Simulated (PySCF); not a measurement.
## Electronic structure of Se⁺ (selenium, charge +1) at the UHF level

Configuration: [Ar] 3d10 4s2 4p3, high-spin 4S determinant. Calculation: PySCF 2.14, in 6-31G* (5s4p3d, 32 functions); no relativity, point nucleus.

```json
{
 "Total energy": "-2399.210348 hartree",
 "One-electron energy": "-3329.6578 hartree",
 "Hartree (Coulomb) energy": "1015.7123 hartree",
 "Exchange energy": "-85.2649 hartree",
 "Kinetic energy": "2398.51068 hartree",
 "⟨S²⟩": "3.7507",
 "⟨L²⟩": "0.000",
 "Sum of ⟨r⟩": "22.44 bohr",
 "Sum of ⟨r²⟩": "31.26 bohr²",
 "Density at the nucleus (Gaussians lack the cusp)": "25500 bohr⁻³",
 "Spin density at the nucleus": "0.212 bohr⁻³",
 "Langevin diamagnetic susceptibility": "-24.8 ×10⁻⁶ cm³/mol",
 "Time after the integrals": "0.13 s of wall time on 1 thread of Neoverse-N1 (shared host)"
}
```

```csv
shell,electrons,mean orbital energy (eV),"rms radius, mean of both spins (bohr)"
1s α,1,-12551.4,0.0521
1s β,1,-12551.1,0.0521
2s α,1,-1662.3,0.216
2s β,1,-1662.1,0.216
2p α,3,-1488.3,0.191
2p β,3,-1488.0,0.191
3s α,1,-254.22,0.623
3s β,1,-253.60,0.623
3p α,3,-192.50,0.640
3p β,3,-191.67,0.640
3d α,5,-82.534,0.695
3d β,5,-82.099,0.695
4s α,1,-36.035,1.93
4s β,1,-27.543,1.93
4p α,3,-21.447,2.27
```
